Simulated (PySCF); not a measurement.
C3H4BNO2, SMILES O=C1CB(O)C=N1.

Geometry: PBE0-D3(BJ)/def2-SVP. This is a generated structure with no PubChem entry under its InChIKey; it may be hypothetical. One conformer was computed; it need not be the lowest.

Level of theory: PBE/def2-TZVP run with PySCF.

Symmetry labels are those of the subgroup Cs that the program uses (full group Cs).

List the valence orbital energies around the gap with their symmetry. (An estimate is asked for; the answer gives what the named calculation found.)


```csv
orbital,symmetry,energy (eV)
HOMO−7,A',-10.38
HOMO−6,A',-9.97
HOMO−5,A",-9.78
HOMO−4,A",-9.37
HOMO−3,A",-8.37
HOMO−2,A',-8.34
HOMO−1,A',-6.77
HOMO,A',-5.79
LUMO,A",-3.57
LUMO+1,A",-1.33
LUMO+2,A',-0.59
LUMO+3,A',0.41
```
